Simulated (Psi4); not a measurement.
F₄Ti, charge +1, doublet, at a GFN2-xTB geometry (such geometries of metal compounds can be far from the true shape) (the multiplicity is a formal guess). Base run: PBE/3-21G (Psi4).

Geometry (Å):
```xyz
5

Ti     0.0000     0.0000     0.0000
F      1.1122     0.7998    -1.0351
F      0.8518    -1.0712     1.0368
F     -1.1230    -0.8906    -0.9454
F     -0.8410     1.1620     0.9437
```
Charge +1, spin multiplicity 2.
Orbitals are unrestricted.
All else is at Psi4's defaults (density fitting, Cartesian functions).

Variants of this job, named by their change:

```
change                                                             basis functions       E (Eh)
-----------------------------------------------------------------  ---------------  -----------
base                                                                            65  -1241.85376
basis = cc-pVDZ-DK; relativity = spin-free X2C (with scf_type pk)               99  -1252.81217
basis = cc-pVDZ-DK; relativity = none (with scf_type pk)                        99  -1246.39578
```

Absolute energies of different levels of theory aren't comparable as measures of quality.

Open shells are given as the SCF converged; they aren't shown to be the lowest states, and a large step between rows can be another state.

Basis sets contracted for a relativistic Hamiltonian are a mismatch without it, so the rows without relativity aren't non-relativistic limits. No row has spin-orbit coupling; sets with core potentials leave out the core electrons.
